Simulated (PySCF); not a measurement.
Bond length, frequency and bond energy of InSn⁺ by level of theory

State: ³Π (triplet), unpaired electrons σ ↑, π ↑. Set-up: In cc-pVDZ-PP with ECP28, Sn cc-pVDZ-PP with ECP28; scalar-relativistic core potentials (PySCF 2.14). De refers to In⁺ + Sn in their high-spin ground configurations, without counterpoise correction. The functionals are run spin-unrestricted. A positive dipole points towards Sn; it is taken about the centre of mass and depends on that origin.

```csv
Level,Re (Å),ωe (cm⁻¹),De (eV),μ (D)
UHF,3.495,65.9,0.52,-2.94
UHF-MP2,3.346,76.9,0.69,n/a
UHF-SCS-MP2,3.390,72.9,0.64,n/a
UHF-CCSD,3.369,76.5,0.67,n/a
UHF-CCSD(T),3.346,78.8,0.71,n/a
PBE,3.293,81.3,1.06,-1.30
PW91,3.284,82.1,1.09,-1.26
BLYP,3.382,73.4,0.99,-1.36
r²SCAN,3.250,84.4,1.00,-1.42
PBE0,3.270,83.2,0.95,-1.61
r²SCAN0,3.246,85.1,0.94,-1.65
CAM-B3LYP,3.294,81.2,0.87,-1.82
```

Task: Which functional lies closest to UHF-CCSD(T) in De, which farthest, and by how much do they differ from it?

Result: Closest is CAM-B3LYP (-5.2 pm in Re, +3.0 % in ωe, +0.16 eV in De against UHF-CCSD(T) in the same basis), farthest PW91 (-6.2 pm in Re, +4.2 % in ωe, +0.38 eV in De). CCSD(T) converges more slowly with the basis than the functionals do and binds too weakly in this one, so the order can change at the basis-set limit.

Task: What does a quarter of exact exchange do here, going from PBE to PBE0?

Result: PBE0 less PBE: -2.3 pm in Re, +2.3 % in ωe, -0.11 eV in De. Exact exchange removes part of the self-interaction that spreads semilocal densities, and in most molecules shortens and stiffens the bond and lowers De; so it does here.

Task: What does the step from GGA to meta-GGA do here, going from PBE to r²SCAN?

Result: r²SCAN less PBE: -4.3 pm in Re, +3.8 % in ωe, -0.06 eV in De. 

Correlated steps freeze 8 core orbitals. Correlated levels converge slowly with the basis: in double zeta they bind strong bonds too weakly, by up to about 1 eV, and carry superposition errors of some tenths. Spin–orbit coupling is left out, which matters for elements this heavy, above all for dissociation energies. For an ion De counts to the pair picked by the measured ionisation energies or electron affinities, which need not be the lowest pair at this level. The state was picked by a PBE0 search and need not be the measured ground state.
